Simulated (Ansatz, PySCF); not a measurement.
Process, species as SMILES: C[SiH2]B(O)O [methylsilylboronic acid] → C[SiH]B(O)O + H atom (the H-Si bond breaks)

Wanted: bond dissociation energy (electronic), in kcal/mol. Set-up: non-relativistic; spin-orbit terms left out; six Cartesian d functions in 6-31G* and its kin unless marked 5d; open shells spin-unrestricted; valence correlation only; no dispersion term unless named. CBS(X,Y): correlation extrapolated as X^-3; Hartree-Fock from the larger set. Ab initio and DFT rows: single points at B3LYP-D3(BJ) geometries (Ansatz, an electronic-structure program).

```json
[
 {"species": "C[SiH2]B(O)O", "coefficient": "-1", "E at M06-2X/6-31G* (5d) (PySCF), Eh": "-507.05962", "E at wB97X-V/def2-TZVPD (Ansatz), Eh": "-507.20439"},
 {"species": "C[SiH]B(O)O", "coefficient": "+1", "E at M06-2X/6-31G* (5d) (PySCF), Eh": "-506.41987", "E at wB97X-V/def2-TZVPD (Ansatz), Eh": "-506.55561"},
 {"species": "H atom", "coefficient": "+1", "E at M06-2X/6-31G* (5d) (PySCF), Eh": "-0.49667", "E at wB97X-V/def2-TZVPD (Ansatz), Eh": "-0.50049"}
]
```

Coupled cluster (Ansatz) is a level with limits of its own, used here on species with T1 under 0.025 (0.045 for open shells) and stable references: CCSD(T)/CBS(cc-pV(T+d)Z,cc-pV(Q+d)Z). Value to compare with, CCSD(T)/CBS(cc-pV(T+d)Z,cc-pV(Q+d)Z) (Ansatz): 93.1 kcal/mol. 1 Eh = 627.5095 kcal/mol.

**Question.** Compute it at each level from the table, and compare with CCSD(T)/CBS(cc-pV(T+d)Z,cc-pV(Q+d)Z) (Ansatz).

**Answer.** 
- M06-2X/6-31G* (5d): the sum of coefficient times E is 0.14308 Eh, or 89.78 kcal/mol. Result: 89.8 kcal/mol. Its difference against CCSD(T)/CBS(cc-pV(T+d)Z,cc-pV(Q+d)Z) (Ansatz) is -3.3 kcal/mol.
- wB97X-V/def2-TZVPD: the sum of coefficient times E is 0.14829 Eh, or 93.05 kcal/mol. Result: 93.1 kcal/mol. Its difference against CCSD(T)/CBS(cc-pV(T+d)Z,cc-pV(Q+d)Z) (Ansatz) is 0.0 kcal/mol.
